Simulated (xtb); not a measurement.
TaOCl2, SMILES [Ta+]([Cl])(=[O])[Cl], charge +1, multiplicity 1. All values are semi-empirical tight-binding results from xtb (GFN2-xTB unless named), good for trends rather than for accurate numbers. Geometry: GFN2-xTB. The spin state was assumed, not searched. The isomer is the one that the SMILES or the coordinates give; other isomers of the formula were not compared.

For metal compounds this method's bond lengths and energies can be far off.

Q: Estimate the properties. (Estimate from the structure and the level; the computed values follow.)

A: 
- point group as xtb finds it: Cs
- orbital gap: 2.04 eV
- zero-point energy: 2.7 kcal/mol
- G − E(el) at 298.15 K (modified RRHO): -17.4 kcal/mol
